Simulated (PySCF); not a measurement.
Zn(SeH)(GeH3) (GeH4SeZn), SMILES [Zn]([GeH3])[SeH]. Atoms are numbered in the order given.

```xyz
7

Zn     0.0109     0.0244    -0.0366
Se     0.9354     1.2868    -1.7580
H      2.2912     0.8898    -1.3215
Ge    -0.9634    -1.2700     1.7403
H     -1.0798    -2.7681     1.3735
H     -0.1248    -1.1871     3.0377
H     -2.3875    -0.7787     2.0926
```
Charge 0, spin multiplicity 1.

Coordinates come from a B3LYP-D3(BJ)/def2-SVP optimisation. The structure was generated by enumeration; whether it is a known compound was not checked. One conformer was computed; it need not be the lowest.

Two levels are set side by side: PBE/pcSseg-1 (PySCF) and B3LYP/pcSseg-1 (PySCF). GIAO shifts against GeH4 (⁷³Ge), Me2Se (⁷⁷Se), TMS (¹H) at the same level; non-relativistic, no solvent, atoms listed together averaged. Differences are taken from unrounded values.

| quantity | B3LYP |
|---|---|
| δ(⁷⁷Se) of Se2 (ppm) | -465.8 |
| δ(¹H) of H3 (ppm) | -0.02 |
| δ(⁷³Ge) of Ge4 (ppm) | -75.1 |
| δ(¹H) of H5, H6, H7 (ppm) | 3.58 |

**Question.** What does PBE give, and how far is it from B3LYP? (Estimate from the structure and the level; the computed values follow.)

**Answer.** 
| quantity | PBE | PBE minus B3LYP |
|---|---|---|
| δ(⁷⁷Se) of Se2 (ppm) | -448.6 | 17.2 |
| δ(¹H) of H3 (ppm) | 0.23 | 0.25 |
| δ(⁷³Ge) of Ge4 (ppm) | -74.8 | 0.3 |
| δ(¹H) of H5, H6, H7 (ppm) | 3.69 | 0.11 |

Rough cost on one machine, each run with all the roots and properties that it gave: B3LYP against PBE within a factor of 2.
